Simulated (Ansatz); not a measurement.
[CeF6]3- (CeF₆³⁻). The state is a doublet with charge -3. Geometry r2SCAN-D4/def2-SVP.

```xyz
7

Ce    0.000    0.000    0.000
F     0.938   -1.733    0.893
F    -0.937    1.734   -0.891
F     0.930   -0.472   -1.895
F    -0.931    0.471    1.895
F     1.713    1.205    0.541
F    -1.713   -1.205   -0.543
```

In the def2 sets Ce takes a core potential; there is no spin–orbit coupling. With an open 4f shell the SCF may have ended on a state above the lowest. A multiply charged anion in the gas phase is held together partly by the finite basis. Removing one electron lowers the energy by 7.45 eV at PBE0-D4/def2-TZVP, so it isn't bound. At PBE-D4/def2-SVP, r2SCAN-D4/def2-TZVP, PBE0-D4/def2-SVP, PBE0-D4/def2-TZVP and others the highest occupied level of the charge -3 doublet lies above zero (up to 8.85 eV). By energy differences it is unbound by 7.63 eV (vertical, to the charge -2 singlet, at PBE-QIDH/def2-TZVP) and held by the finite basis. At r2SCAN-D4/def2-TZVP the gap within one spin of the charge -3 doublet nearly closes, so an electron or hole may be smeared out by delocalisation error. No other spin state of charge -3 was run.

(1) Estimate the α-spin orbital energies around the gap (eV) in Ansatz with PBE-D4/def2-SVP, r2SCAN-D4/def2-TZVP, PBE0-D4/def2-SVP, PBE0-D4/def2-TZVP, BHLYP-D4/def2-TZVP.

Results:

(1) 
| orbital | PBE-D4/def2-SVP | r2SCAN-D4/def2-TZVP | PBE0-D4/def2-SVP | PBE0-D4/def2-TZVP | BHLYP-D4/def2-TZVP |
| --- | --- | --- | --- | --- | --- |
| HOMO−5 | 5.58 | 4.26 | 3.44 | 2.54 | 0.50 |
| HOMO−4 | 5.58 | 4.26 | 3.44 | 2.54 | 0.50 |
| HOMO−3 | 5.79 | 4.45 | 3.67 | 2.72 | 0.70 |
| HOMO−2 | 5.79 | 4.45 | 3.67 | 2.72 | 0.70 |
| HOMO−1 | 5.79 | 4.45 | 3.67 | 2.72 | 0.70 |
| HOMO | 8.85 | 8.56 | 8.65 | 8.23 | 8.18 |
| LUMO | 9.12 | 8.56 | 10.26 | 9.32 | 11.01 |
| LUMO+1 | 9.34 | 9.03 | 10.40 | 9.48 | 11.15 |
| LUMO+2 | 9.34 | 9.03 | 10.40 | 9.48 | 11.15 |
| LUMO+3 | 9.34 | 9.03 | 10.40 | 9.48 | 11.15 |
| LUMO+4 | 9.73 | 9.32 | 10.66 | 9.72 | 11.32 |
| LUMO+5 | 9.73 | 9.32 | 10.66 | 9.72 | 11.32 |
| β HOMO | 5.81 | 4.46 | 3.70 | 2.73 | 0.72 |
| β LUMO | 9.12 | 8.88 | 9.61 | 9.27 | 9.52 |
